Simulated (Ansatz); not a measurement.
A series at Si: from `O[SiH](O)O`, ligands are replaced one by one, each step taking up H–F and setting free H₂O; n counts the steps. Ansatz, PBE0-D4/def2-TZVP geometries. Each molecule was computed in one conformer, which needn't be the lowest.

| n | molecule | HOMO energy, ωB97M-V/def2-TZVPP (eV) |
| --- | --- | --- |
| 0 | `O[SiH](O)O` | -11.44 |
| 1 | `O[SiH](O)F` | -12.02 |
| 2 | `O[SiH](F)F` | -12.87 |
| 3 | `F[SiH](F)F` | ? |

Q: By hand: fit a straight line y = ȳ + b (n − n̄) to the 3 given rows and predict n = 3.

A: n̄ = 1.000, ȳ = -12.110; Σ(n − n̄)(y − ȳ) = -1.430, Σ(n − n̄)² = 2.000, so b = -0.715 eV a step. Prediction: -12.110 + (-0.715) × (2.000) = -13.54 eV.

Q: By hand: compare with the computed value, -13.56 eV, and give the steps along the whole series.

A: The line misses by -0.02 eV (computed minus predicted). Steps: -0.58, -0.85, -0.69 eV.

The steps differ by up to 0.27 eV without a steady trend. The highest orbital can change its character along such a series. The miss is 0.9 % of the series' range.
